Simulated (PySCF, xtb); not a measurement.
F5OSi2, SMILES F[Si](F)O[Si](F)(F)F (connectivity only; charge and spin as stated), charge +1, multiplicity 1.

Geometry optimised at B3LYP-D3(BJ)/def2-SVP. The spin state was assumed, not searched. The isomer is the one that the SMILES or the coordinates give; other isomers of the formula were not compared. The values are those of a single conformer.

Calculation: C-PCM-B3LYP/def2-SVP (PySCF).

The values are the electrostatic part of the solvation free energy, E(continuum) − E(gas) at the gas-phase geometry, in a cavity of scaled van der Waals radii (PySCF's table); cavitation and dispersion terms are not included. In vacuum the orbital gap is 7.70 eV.

```json
[
 {"solvent": "water", "ε": "78.36", "ΔG(elec) (kcal/mol)": "-60.9", "gap (eV)": "8.53"},
 {"solvent": "chlorobenzene", "ε": "5.70", "ΔG(elec) (kcal/mol)": "(withheld)", "gap (eV)": "(withheld)"},
 {"solvent": "methanol", "ε": "32.61", "ΔG(elec) (kcal/mol)": "-59.8", "gap (eV)": "8.52"}
]
```

Task: What belongs in the gaps? (Estimate from the structure and the level; the computed values follow.)

Result: 
- chlorobenzene, ΔG(elec) (kcal/mol): -50.8
- chlorobenzene, gap (eV): 8.45

For comparison, GFN2-xTB/ALPB(water) (xtb, at the GFN2-xTB geometry, all terms of that model) gives -40.8 kcal/mol.
